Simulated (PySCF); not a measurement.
One entry of a table of gas-phase calculations, keyed by method. Lists by class give the value and the number of equivalent atoms.

```json
{
 "formula": "C4H5Br",
 "smiles": "C=C/C=C/Br",
 "charge": 0,
 "multiplicity": 1,
 "geometry_level": "PBE0-D3(BJ)/def2-SVP",
 "atoms_angstrom": [
  ["C", -1.815, -1.025, 0.162],
  ["C", -0.62, -0.651, -0.316],
  ["C", 0.123, 0.496, 0.176],
  ["C", 1.316, 0.853, -0.317],
  ["Br", 2.289, 2.325, 0.304],
  ["H", -2.342, -1.895, -0.236],
  ["H", -2.303, -0.471, 0.969],
  ["H", -0.157, -1.228, -1.125],
  ["H", -0.325, 1.083, 0.985],
  ["H", 1.816, 0.309, -1.123]
 ],
 "electronic_structure_code": "PySCF",
 "results": {
  "PBE0-D3(BJ)/def2-SVP geometry optimisation, gas phase": {
   "point_group": "Cs",
   "rotational_constants_GHz": [28.96, 1.002, 0.968]
  },
  "B3LYP/def2-SVPD ground state, ΔSCF and vertical TDDFT (core frozen in the response)": {
   "dipole_D": 1.41,
   "homo_eV": -6.54,
   "lumo_eV": -1.46,
   "S1_eV": 5.16,
   "strongest_line_of_10_singlets_eV": 5.16,
   "T1_tda_eV": 2.99,
   "polarisability_au": 81.5,
   "vertical_ip_eV": 8.6,
   "r2_bohr2_about_centre_of_nuclear_charge": 1085.2,
   "singlets_eV_and_f": [
    [5.16, 0.687],
    [5.31, 0.001],
    [5.65, 0.0],
    [6.32, 0.005],
    [6.37, 0.029],
    [6.45, 0.016],
    [6.67, 0.0],
    [6.71, 0.002],
    [6.89, 0.107],
    [7.23, 0.0]
   ],
   "triplets_tda_eV": [2.99, 4.92, 4.93, 5.56]
  },
  "KT2/pcSseg-2 ground state and GIAO shieldings, non-relativistic": {
   "shift_vs_computed_TMS_C_by_class_ppm": [
    [142.0, 1],
    [136.3, 1],
    [127.5, 1],
    [116.6, 1]
   ],
   "shift_vs_computed_TMS_H_by_class_ppm": [
    [6.67, 1],
    [6.44, 1],
    [6.37, 1],
    [5.16, 1],
    [5.06, 1]
   ],
   "shielding_other_nuclei_by_class_ppm": [
    ["Br", 2054.6, 1]
   ]
  },
  "B3LYP/pcJ-1 Br:pcSseg-1 indirect spin-spin coupling, non-relativistic, gas phase; spin–dipole term left out": {
   "largest_one_bond_couplings_by_class_Hz": [
    ["13C–1H", 201.1, 1],
    ["13C–1H", 171.9, 1],
    ["13C–1H", 166.5, 1],
    ["13C–1H", 166.1, 1],
    ["13C–1H", 161.6, 1],
    ["13C–13C", 85.2, 1],
    ["13C–13C", 77.1, 1],
    ["13C–13C", 59.8, 1]
   ]
  }
 }
}
```

No computed singlet falls in the visible range (750 to 380 nm, 1.65 to 3.26 eV); S1 lies 1.90 eV above its blue end. The vertical singlet–triplet gap S1 − T1 is 2.17 eV (TDDFT singlet less Tamm–Dancoff triplet; S1: HOMO→LUMO, weight 0.94; T1: HOMO→LUMO, weight 0.94). The principal polarisabilities are 49.0, 62.5 and 133.1 au; their mean is the isotropic value. The rotational constants make it an asymmetric top with κ = (2B − A − C)/(A − C) = -1.00, nearer the prolate limit (−1).

The calculation is non-relativistic and has no spin–orbit coupling, an omission that weighs most on bromine. Atoms bound to Br lack the heavy atom's spin–orbit term in their shielding, so their NMR values are less reliable.

Conformer computed: `[CH2:1]=[CH:2]/[CH:3]=[CH:4]/[Br:5]`: C1–C2–C3–C4 180°.

One conformer stands for the species.
